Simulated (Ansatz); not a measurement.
Basis-set extrapolation for `FC[SiH2][NH][AlH2]` (PBE0-D4/def2-TZVP geometry, frozen core, Ansatz). Multiplicity 1, RHF reference.

|  | def2-TZVPP | def2-QZVPP |
| --- | --- | --- |
| HF | -726.837879 | -726.864023 |
| MP2 correlation | -0.838733 | -0.904744 |
| CCSD(T) correlation | -0.917700 | not run |

Energies in hartree. Use E(X) = E(∞) + A·exp(−7.88·√X) for Hartree–Fock and E(X) = E(∞) + B·X^(−2.97) for correlation, with X = 3 and 4, and add CCSD(T) minus MP2 of the smaller set to the MP2 limit.

Problem. What is the CCSD(T) energy at the basis-set limit?

Solution. HF limit: -726.864023 + (-0.026144) × 0.13774 = -726.86762. MP2 limit: -0.904744 + (-0.066011) × 0.74074 = -0.95364. Higher-order term: -0.917700 − (-0.838733) = -0.07897. Total: -727.90023 hartree, 379.8 kJ/mol below CCSD(T)/def2-TZVPP.
